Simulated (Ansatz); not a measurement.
`B[CH]([GaH2])CO` and `B[CH]([GaH2])[SiH2]F` differ in one atom or group.

Ansatz, PBE0-D4/def2-TZVP geometries, multiplicity 1. Each molecule was computed in one conformer, which needn't be the lowest.

Scalar relativity is left out up to krypton.

| property | `B[CH]([GaH2])CO` |
| --- | --- |
| size of the dipole moment (ωB97M-V/def2-TZVPP) / D | 3.44 |
| HOMO energy (PBE/def2-TZVPP) / eV | -6.45 |
| HOMO–LUMO gap (B3LYP/def2-TZVPP) / eV | 6.07 |
| HOMO–LUMO gap (PBE/def2-TZVPP) / eV | 4.58 |
| size of the dipole moment (PBE/def2-TZVPP) / D | 3.50 |
| HOMO–LUMO gap (ωB97M-V/def2-TZVPP) / eV | 10.36 |

Question: Give the same properties after the change, and the shifts. (Estimate.)

Answer: The calculation gave: 
```tsv
property	`B[CH]([GaH2])[SiH2]F`	shift
size of the dipole moment (ωB97M-V/def2-TZVPP) / D	2.10	-1.34
HOMO energy (PBE/def2-TZVPP) / eV	-7.33	-0.88
HOMO–LUMO gap (B3LYP/def2-TZVPP) / eV	5.74	-0.33
HOMO–LUMO gap (PBE/def2-TZVPP) / eV	4.13	-0.45
size of the dipole moment (PBE/def2-TZVPP) / D	2.07	-1.43
HOMO–LUMO gap (ωB97M-V/def2-TZVPP) / eV	10.11	-0.25
```

With PBE0 the HOMO falls by 1.05 eV and the LUMO falls by 1.39 eV, so the gap narrows by about 0.34 eV. PBE moves the HOMO by -0.88 eV and ωB97M-V by -1.10 eV. Dipoles are sizes alone; their direction can turn.

B3LYP here is the variant with VWN-RPA as its local correlation; programs differ in this.
